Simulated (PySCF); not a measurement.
**Name the molecule from its bond curve**

A diatomic of charge +1 contains Be. Its singlet curve at PBE0 in a double-zeta basis (no relativity, PySCF), in eV from the separated fragments:

R (Å), E (eV) and a bar:
```
    1.907     -1.965 ############################
    1.995     -2.127 ############
    2.084     -2.216 ####
    2.151     -2.247 #
    2.217     -2.256 
    2.284     -2.246 #
    2.372     -2.213 ####
    2.483     -2.147 ##########
    2.616     -2.047 ####################
    2.793     -1.941 ##############################
```

The fit gives ωe = 473 cm⁻¹ and the rotational constant Bₑ = 0.6950 cm⁻¹.

**Question.** Which atom is the partner?

**Answer.** The minimum lies at 2.212 Å, so the reduced mass is 16.8576 u Å² cm⁻¹/(Bₑ·Re²) = 4.957 u. With Be at 9.01 u the partner weighs about 11.0 u: B. The molecule is BeB⁺.
